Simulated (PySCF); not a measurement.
# Basis and Hamiltonian dependence of the excitation energy of Xe²⁺

Xe²⁺ [Kr] 4d10 5s2 5p4 (3P) → Xe²⁺ [Kr] 4d10 5s2 5p3 5d1 (5D). All values are computed (PySCF 2.14, energy differences of UHF-based or UKS calculations, no spin-orbit coupling). Values in eV.

```
                                                                      basis    Hamiltonian  functions     UHF     LDA    PBE0  MP2 (valence)  CCSD(T) (valence)
aug-cc-pVTZ-PP with one added diffuse shell each of d, f type with ECP28MDF            ECP         67  12.550  13.362  13.030         12.969             13.053
          x2c-TZVPPall with one added diffuse shell each of s, p, d, f type  spin-free X2C         76  12.891  13.618  13.343         13.282             13.362
                                               aug-cc-pVQZ-PP with ECP28MDF            ECP         92  12.547  13.361  13.029         13.027             13.117
                                               aug-cc-pV5Z-PP with ECP28MDF            ECP        139  12.544  13.353  13.021         13.056                n/a
```

Task: Estimate the row for aug-cc-pwCVTZ-PP with ECP28MDF (ECP, 96 functions).

Result: From the rows with the same Hamiltonian and similar size; the calculation gives UHF 12.56; LDA 13.36; PBE0 13.03; MP2 (valence) 13.01; CCSD(T) (valence) 13.10 (eV).

Frozen in the all-electron rows: valence: [Kr] 4d10; with a core potential, the same shells as far as they lie outside it.

At UHF, x2c-TZVPPall with one added diffuse shell each of s, p, d, f type lies more than 0.3 eV from the median of the rows with comparable relativity.
